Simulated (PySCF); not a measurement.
Substituent effects on chemical shifts

Parent skeleton `[CH3:1][CH2:2][CH3:3]`; one hydrogen on atom 2 is replaced by X. Hydrogens on one atom are averaged.

- geometry from GFN2-xTB
- NMR shieldings at PBE0/pcSseg-1/GIAO
- code: PySCF 2.14.0 with density-fitted response routines
- a single conformation, relativity neglected, one averaged value for each set of equivalent atoms, no solvent model

Scale: ¹³C (186.93 ppm) and ¹H (31.72 ppm) vs TMS (reference shieldings calculated alike).

Parent (X = H): C1/C3 18.8, C2 20.9, H(C1)/H(C3) 1.00, H(C2) 1.38 ppm. Effects are Δδ = δ(X) − δ(H), positive for deshielding.

Task: Give Δδ (ppm) for X = COOH, CHF2, NHSiH3.

Result: 
```csv
X,SMILES,C1/C3,C2,H(C1)/H(C3),H(C2)
COOH,CC(C)C(=O)O,+2.9,+15.5,+0.25,+1.18
CHF2,CC(C)C(F)F,-2.6,+16.6,+0.08,+0.42
NHSiH3,CC(C)N[SiH3],+10.1,+28.8,+0.14,+1.39
```

Task: Which position responds most, and to which substituents?

Result: C2: from +15.5 ppm with COOH to +28.8 ppm with NHSiH3.
